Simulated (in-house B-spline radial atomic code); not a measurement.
# Binding energies in I

NIST's tabulated ground configuration is [Kr] 4d10 5s2 5p5; each binding energy is the energy of the ion with one electron taken from that subshell, relaxed, less that of the parent. Level of theory: Dirac-Hartree-Fock, average of configuration, Fermi nucleus of rms radius 4.75 fm; calculated with a radial B-spline atomic code at the basis-set limit. Energies include first-order Breit, QED and recoil terms.

```tsv
subshell	X-ray name	binding energy (eV)	-ε (eV)	relaxation (eV)
1s	K	33176.5	33361.1	68.4
2s	L1	5203.3	5252.6	37.0
3s	M1	1084.2	1102.8	16.6
3d3/2	M4	639.7	658.3	18.2
3d5/2	M5	628.2	646.3	18.0
4s	N1	204.6	211.2	6.2
4d3/2	N4	58.73	63.74	5.03
4d5/2	N5	57.03	61.91	4.95
5s	O1	22.88	23.86	0.95
5p	O2,3	10.27	10.96	0.69
```

Relaxation = -ε minus the binding energy without Breit, QED and recoil terms.

(1) What does it cost to remove both a 1s and a 4d3/2 electron?

(2) What does it cost to remove both a 3d3/2 and a 5p electron?

(3) What does it cost to remove both a 2s and a 4d3/2 electron?

## Answers

(1) 33256 eV, which is 20.94 eV more than the two single binding energies together.

(2) 660.42 eV, which is 10.48 eV more than the two single binding energies together.

(3) 5283.5 eV, which is 21.45 eV more than the two single binding energies together.
